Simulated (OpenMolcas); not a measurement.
# Cr4+: ligand-field states by method

Cr4+ with 6 ligands (fluoride) in octahedral coordination (Oh) at 1.86 Å. A charge of +0.333 e stands 2.4 Å behind each ligand. Ligand basis ANO-RCC-VDZP.

| Quantity | Value |
| --- | --- |
| Program | OpenMolcas |
| Basis | ANO-RCC-VDZP [5s4p2d1f] |
| Scalar Hamiltonian | DKH2, point nucleus |
| Active space | 2 electrons in 5 orbitals (3d) |
| State averaging | 2S+1 = 3 even, 10 roots; 2S+1 = 1 even, 15 roots |
| Spin-orbit coupling | state interaction with AMFI integrals over the reference wave functions |

I. CASSCF
II. SS-CASPT2, IPEA 0.25 Eh, imaginary shift 0.1 Eh (closed shells correlated: 3s 3p and the ligand valence shells)

Spin-free states (labels of O, the rotations of Oh) in cm-1, each column counted from its own energy of the first state listed:

```tsv
State	Degeneracy	I	II
3T1	3	0	0
1T2	3	15136	10890
1E	2	15611	11370
3T2	3	17316	21880
3T1	3	31059	32000
1A1	1	31793	24900
1T2	3	33408	33440
3A2	1	36576	45400
1T1	3	37067	36300
1E	2	52325	55470
1A1	1	72673	69250
```

From I to II, I's first state of the same spin (3T2) moves from 17316 to 21880 cm-1, by about +4600 cm-1.

From I to II, I's first state of another spin (1T2) moves from 15136 to 10890 cm-1, by about -4300 cm-1.

I: A least-squares ligand-field fit to the states below 45000 cm-1, each weighted by its degeneracy and with a free common offset, gives 10Dq = 18628 cm-1, B = 1035 cm-1 and C = 3891 cm-1 (C/B = 3.76), with an rms deviation of 390 cm-1. 

II: A least-squares ligand-field fit to the states below 45000 cm-1, each weighted by its degeneracy and with a free common offset, gives 10Dq = 22844 cm-1, B = 804 cm-1 and C = 2724 cm-1 (C/B = 3.39), with an rms deviation of 298 cm-1. The same method and metal basis give the free ion B = 1173 cm-1 (fit to its terms below 60000 cm-1, rms deviation 807 cm-1), so the nephelauxetic ratio is β = 804 / 1173 = 0.69; it hangs on how both fits weigh the states, and computed free-ion B values tend to be too large, so β mixes covalency with correlation.

From I to II, 10Dq changes by +23 %, B by -22 % and C by -30 %.

χT at 300 K: I 0.71, II 0.71 cm3 K/mol.

Roots that are degenerate in the reference are averaged as groups; the widest CASPT2 spread within a group is 910 cm-1 (the 3-fold group of multiplicity 1 near 36300 cm-1 above the lowest state of its run, II). Shifts and gaps below about the spread of the groups concerned are not significant. Over all roots computed the reference weight is 0.69 to 0.70 in II; a low but even weight reflects the number of correlated electrons. An orbital triplet at a regular site is open to Jahn-Teller coupling, which can distort the site and quench the lowest spin-orbit gaps and is left out. The least metal-like active orbital is 81 % on the metal (Löwdin) and no ligand orbital is active, so the numbers are rough. Ligand-to-metal charge-transfer states are missing. With no ligand orbital active B as a rule stays too high, so bands that hang on it stand too high and its fall with covalency is understated. Without dynamic correlation the repulsion within the d shell is too large (B by tens of per cent), so at a given field states of lower spin stand too high (holds for I). With metal d orbitals alone and no dynamic correlation the field as a rule comes out too small, by tens of per cent, by up to half for chloride and softer ligands (holds for I). With one d shell and no ligand orbital active, 10Dq can be off by a tenth or more (holds for II). No measured value stands beside these numbers; the geometry is a model, was not optimised and need not be the one that this ion takes.
